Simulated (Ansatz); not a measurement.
Species: CH5O, SMILES `C[OH2+]` with one electron removed (charge 2, multiplicity 2), formula CH₅O.

### Question
How many basis functions does frozen-core CCSD(T)/cc-pVTZ // PBE0-D3(BJ)/def2-TZVP (Ansatz, a quantum-chemistry and plane-wave program) use, how many core orbitals are frozen, and how many electrons are correlated?

### Answer
130 basis functions and 2 frozen orbitals, which leaves 13 correlated electrons. Core time is of the order of seconds.
